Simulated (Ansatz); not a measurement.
Basis sets compared for Cd13Te12Cl2. The state is a singlet with charge 0. Geometry PBE-D4/def2-SVP. Ansatz on 11 threads of AMD EPYC 7R13 on a shared host and a whole NVIDIA H100 80GB HBM3; times are rough, and most runs start from earlier orbitals.

```xyz
27

Te   -0.091    1.926    5.895
Te   -3.814   -0.942    3.867
Te    4.711    0.899    3.921
Te    4.720   -2.819    0.393
Te    0.576   -1.575    2.264
Te   -1.669    2.256    1.224
Te    2.714    1.288   -0.573
Te   -1.097   -0.192   -2.588
Te   -5.432    0.407   -0.834
Te   -3.126    4.467   -2.940
Te    3.097   -1.485   -4.311
Te    1.659    3.387   -4.923
Cd    2.163    1.317    4.601
Cd   -2.090   -2.261    2.155
Cd   -1.607    0.908    3.923
Cd   -3.986    0.571    1.538
Cd    1.979   -3.159    0.500
Cd    4.003   -0.322    1.635
Cd    3.815   -1.151   -1.643
Cd   -3.287   -1.270   -1.311
Cd    0.781   -2.172   -2.968
Cd    0.093    0.321    0.059
Cd   -0.689    3.675   -3.687
Cd   -3.388    2.391   -1.255
Cd    2.213    1.148   -3.544
Cl   -2.937   -3.406    0.039
Cl    0.688   -4.208   -1.434
```

In the def2 sets Cd, Te take a core potential; there is no spin–orbit coupling. Single mean-field runs in def2-SVP, def2-TZVP are fitted with def2-universal-jkfit.

Binding counts from free atoms (Te triplet, Cd singlet, Cl doublet) in the same basis, without a counterpoise term.

```csv
level,functions,energy (Eh),HOMO (eV),LUMO (eV),binding per atom (eV),wall time
PBE-D4/def2-SVP,751,-6317.7829,-4.97,-3.73,1.94,6 s
PBE0-D4/def2-SVP,751,-6317.9868,-5.89,-3.21,1.95,8.5 s
```

(1) Estimate the rows for PBE-D4/def2-TZVP (with forces), PBE0-D4/def2-TZVP.

## Answers

(1) 
```tsv
level	functions	energy (Eh)	HOMO (eV)	LUMO (eV)	binding per atom (eV)	wall time
PBE-D4/def2-TZVP (with forces)	1194	-6318.7493	-5.00	-3.70	1.91	11 s
PBE0-D4/def2-TZVP	1194	-6318.9255	-5.89	-3.13	1.94	15 s
```
